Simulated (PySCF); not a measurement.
Be(OH)(OMe) (CH4BeO2), SMILES C[O][Be][OH].

Coordinates come from a PBE0-D3(BJ)/def2-SVP optimisation. One conformer was computed; it need not be the lowest.

All values below come from PySCF 2.14.0 with TDA-ωB97X/def2-SVPD.

Vertical excitations. Gas-phase values at a fixed geometry.

```tsv
state	energy (eV)	λ (nm)	f	main pairs
S1	7.21	172	0.002	HOMO→LUMO 68 %, HOMO→LUMO+1 15 %
S2	7.40	168	0.002	HOMO−1→LUMO 62 %, HOMO−1→LUMO+1 20 %
S3	8.00	155	0.050	HOMO−2→LUMO 63 %, HOMO→LUMO+1 24 %
S4	8.29	149	0.040	HOMO−3→LUMO 66 %, HOMO−1→LUMO+1 18 %
S5	8.39	148	0.016	HOMO→LUMO+2 69 %, HOMO→LUMO+5 16 %
S6	8.51	146	0.002	HOMO→LUMO+3 39 %, HOMO−1→LUMO+2 32 %, HOMO→LUMO+6 10 %, HOMO−1→LUMO+5 9 %
S7	8.63	144	0.007	HOMO−1→LUMO+3 75 %, HOMO−1→LUMO+6 21 %
S8	8.84	140	0.081	HOMO→LUMO+1 36 %, HOMO→LUMO+4 26 %, HOMO−2→LUMO 15 %, HOMO→LUMO 12 %
S9	8.86	140	0.117	HOMO−1→LUMO+1 35 %, HOMO−1→LUMO+4 29 %, HOMO−3→LUMO 15 %, HOMO−1→LUMO 8 %
S10	8.94	139	0.113	HOMO−1→LUMO+2 41 %, HOMO→LUMO+3 39 %, HOMO−1→LUMO 8 %
T1	7.05	176	0	HOMO→LUMO 65 %, HOMO→LUMO+1 12 %
T2	7.25	171	0	HOMO−1→LUMO 61 %, HOMO−1→LUMO+1 18 %
T3	7.74	160	0	HOMO−2→LUMO 61 %, HOMO→LUMO+1 22 %
T4	8.02	155	0	HOMO−3→LUMO 68 %, HOMO−1→LUMO+1 14 %
```
Triplets are in the Tamm–Dancoff approximation.
